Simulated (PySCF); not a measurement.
## C₆ coefficients of unlike pairs at UHF

Calculated with PySCF 2.14 from the dipole response of each species, C₆(A,B) = (3/π) ∫ α_A(iu) α_B(iu) du, in atomic units, from isotropic polarisabilities. For ions this is the dispersion term alone; charge-induced terms of lower order in 1/R come first.

```tsv
species	configuration	basis	relativity	α (bohr³)	C₆ (like pair)
Ne	[Ne] (1S)	aug-cc-pCVQZ-DK (9s8p6d4f2g)	spin-free X2C	2.332	5.480
Sb	[Kr] 4d10 5s2 5p3 (4S)	aug-cc-pVQZ-PP with one added diffuse shell each of s, p, d, f, g type with ECP28MDF (8s8p6d4f3g)	core potential	44.30	486.2
P²⁺	[Ne] 3s2 3p1 (2P)	dyall-acv3z (19s12p6d4f)	none	9.590	35.24
Cs⁺	[Xe] (1S)	aug-cc-pwCVTZ-X2C (11s10p8d4f)	spin-free X2C	15.69	133.9
```

**Question.** Estimate C₆ for P²⁺ with Ne.

**Answer.** The integral gives 12.45. The combination rule 2 C_A C_B / (C_A α_B/α_A + C_B α_A/α_B) gives 12.42 and the geometric mean 13.90.

No spin-orbit coupling is included.

The other pairs:

| pair | C₆ |
| --- | --- |
| Cs⁺, Ne | 25.88 |
| Cs⁺, Sb | 240.4 |
| P²⁺, Sb | 128.7 |
| Cs⁺, P²⁺ | 67.64 |
| Sb, Ne | 42.64 |
